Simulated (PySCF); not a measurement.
## Simulated absorption spectrum

p-ethyltoluene, C9H12.
SMILES with atom numbers: `[CH3:1][CH2:2][c:3]1[cH:4][cH:5][c:6]([CH3:7])[cH:8][cH:9]1` (hydrogens: H10, H11, H12 on C1; H13, H14 on C2; H15 on C4; H16 on C5; H17, H18, H19 on C7; H20 on C8; H21 on C9)

Theory: TDDFT B3LYP/def2-SVPD, vertical, gas phase, core orbitals frozen in the response (PySCF 2.14.0, density-fitted response routines). Isolated species at its PBE0-D3(BJ)/def2-SVP geometry (one conformer only). Torsions of this conformer, `[CH3:1][CH2:2][c:3]1[cH:4][cH:5][c:6]([CH3:7])[cH:8][cH:9]1`: C1–C2–C3–C4 84°.

Computed states:

| state | E (eV) | f |
| --- | --- | --- |
| S1 | 5.17 | 0.0055 |
| S2 | 5.77 | 0.096 |
| S3 | 6.22 | 0.013 |
| S4 | 6.53 | 0.146 |
| S5 | 6.61 | 0.152 |
| S6 | 6.71 | 0.151 |
| S7 | 6.77 | 0.671 |
| S8 | 6.87 | 0.040 |
| S9 | 7.05 | 0.018 |
| S10 | 7.21 | 0.0065 |

Each state is given a Gaussian of 0.5 eV full width at half maximum, with ε(max) = 2.175×10⁸ f / Δν̃ (Δν̃ the width in cm⁻¹). The width is an assumption, not a result. The curve ends short of the highest state used, and states not computed would add to its high-energy end.

Task: What does the envelope look like, and where are its maxima?

Result: 
(E (eV), ε (L mol⁻¹ cm⁻¹)): (4.42, 1), (4.48, 2), (4.54, 4), (4.60, 9), (4.67, 19), (4.73, 36), (4.79, 62), (4.85, 99), (4.92, 153), (4.98, 207), (5.04, 262), (5.11, 325), (5.17, 386), (5.23, 476), (5.29, 633), (5.36, 965), (5.42, 1430), (5.48, 2081), (5.54, 2883), (5.61, 3884), (5.67, 4636), (5.73, 5136), (5.79, 5288), (5.86, 5024), (5.92, 4549), (5.98, 4057), (6.05, 3815), (6.11, 4226), (6.17, 5531), (6.23, 8037), (6.30, 12838), (6.36, 18723), (6.42, 26126), (6.48, 34564), (6.55, 44519), (6.61, 51764)

Maxima: 214 nm (5.78 eV), ε about 5300, made up of S2 (98%) (ε in L mol⁻¹ cm⁻¹; maxima over ε = 5, shares over 10%). At its high-energy end, 6.61 eV, the curve is still rising (ε about 52000, from S4, S5, S6 and S7).

Task: On this curve, what absorbance would a 10⁻³ mol/L sample give at 254 nm over a 1 cm path?

Result: 254 nm is 4.881 eV, where ε is about 120 L mol⁻¹ cm⁻¹, so A = ε c l ≈ 0.12 (Beer–Lambert, with the gas-phase spectrum and the assumed width).

Task: What would ε be at 5.78 eV, the highest of these maxima, with half the width (0.25 eV)?

Result: About 10400 L mol⁻¹ cm⁻¹ against 5290, a factor of about 1.96; a lone state at its own centre would give exactly 2.

Task: Coming from long wavelengths, where does ε first pass 100 L mol⁻¹ cm⁻¹?

Result: At about 255 nm (4.85 eV), 0.31 eV below S1.

All these states lie below the vertical ionisation energy of 8.39 eV (ΔSCF).

The run took 3.9 min of wall time on one thread of an Arm Neoverse V1, shared host.
